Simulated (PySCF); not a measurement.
The vertical singlet excitations below were computed for one of the candidates. Method: TDDFT CAM-B3LYP/def2-SVPD, vertical, gas phase, core orbitals frozen in the response in PySCF 2.14.0, density-fitted response routines. Geometries: GFN2-xTB, one conformer each.

```
state  E (eV)       f  main configurations (H = HOMO, L = LUMO)
   S1    5.14  0.0033                     H→L (80%), H→L+2 (9%)
   S2    5.54   0.080                               H-1→L (89%)
   S3    5.62  0.0059       H→L+2 (50%), H→L+1 (28%), H→L (13%)
   S4    6.00  0.0014     H→L+3 (29%), H→L+1 (28%), H-2→L (18%)
   S5    6.03   0.027                   H-2→L (74%), H→L+1 (8%)
   S6    6.31   0.030                             H-1→L+2 (80%)
   S7    6.41   0.049     H→L+3 (39%), H→L+1 (19%), H→L+2 (14%)
   S8    6.46   0.248              H-1→L+1 (69%), H-1→L+3 (10%)
```

Problem. Which candidate is it?
A. `C#C[Si@@H](CC#N)[SiH2]N`
B. `[SiH3]CCc1nccs1`
C. `[SiH3]/C=C/c1ncco1`
D. `[SiH3]CCC1=NC=CO1`
E. `C[SiH2][Si@]1(O)CN[SiH2]1`

Solution. E. Its S1 lies at 5.14 eV; the nearest of the others has S1 at 4.87 eV. S1 is HOMO→LUMO (80%), HOMO→LUMO+2 (9%). Löwdin shares by element: HOMO nitrogen 54%, carbon 12% or more, silicon 10% or more, hydrogen 5% or more (atoms not listed hold the other 18%); LUMO silicon 57%, oxygen 8% (atoms not listed hold the other 35%). At the same level the other candidates give, for their lowest levels:
- `[SiH3]CCc1nccs1`: 5.52 eV (f 0.001); 5.61 eV (f 0.125); 6.01 eV (f 0.003); 6.43 eV (f 0.033); 6.81 eV (f 0.003); T1 3.80 eV; HOMO -8.48, LUMO 0.15 eV
- `C#C[Si@@H](CC#N)[SiH2]N`: 5.89 eV (f 0.006); 5.97 eV (f 0.001); 6.23 eV (f 0.008); 6.24 eV (f 0.015); 6.46 eV (f 0.016); T1 4.99 eV; HOMO -8.82, LUMO 0.28 eV
- `[SiH3]/C=C/c1ncco1`: 4.87 eV (f 0.646); 5.68 eV (f 0.002); 6.49 eV (f 0.001); 6.54 eV (f 0.022); 6.67 eV (f 0.052); T1 3.01 eV; HOMO -7.94, LUMO -0.51 eV
- `[SiH3]CCc1ncco1`: 6.29 eV (f 0.209); 6.60 eV (f 0.003); 6.85 eV (f 0.019); 7.30 eV (f 0.046); 7.53 eV (f 0.010); T1 4.19 eV; HOMO -8.35, LUMO 0.89 eV

The values belong to the conformer `[CH3:1][SiH2:2][Si@:3]1([OH:4])[CH2:5][NH:6][SiH2:7]1`: C1–Si2–Si3–O4 -174°, H–O4–Si3–Si2 -169°.
Triplets come from the Tamm–Dancoff approximation.
